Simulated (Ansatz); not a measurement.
**CrF: shapes and states compared**

Calculated in Ansatz's Gaussian-basis code. Basis cc-pwCVTZ-DK on Cr, cc-pVTZ-DK on F, scalar X2C without spin–orbit coupling, 6 orbitals frozen in the corrections; active space CAS(13,10), shells under the valence barred from it. Restricted Hartree–Fock, then the lowest state-specific CASSCF solution met for each case. Coupled cluster stands on the determinant that it favours, not always the lowest RHF. On stretched bonds single-reference methods can fail or change state. Unlike active orbitals can shift such differences by tenths of an eV, at times by over 1 eV.

Case A, sextet: bond length 2.0516 Å.

Case B, quartet: bond length 1.7840 Å.

Case C, sextet: bond length 1.7840 Å.

Energy less that of case A, in eV:

```tsv
case	RHF/ROHF	CASSCF	CCSD(T)
B	+2.659	+0.528	+0.733
C	-0.466	-0.433	-0.624
```

**Question.** What does SC-NEVPT2 give for these differences?

**Answer.** B: +0.516 eV (11.9 kcal/mol); C: -0.606 eV (-14.0 kcal/mol).

**Question.** Which case is lowest, and do the methods agree?

**Answer.** C is lowest in SC-NEVPT2. Of the methods shown, RHF/ROHF, CASSCF, CCSD(T) agree.
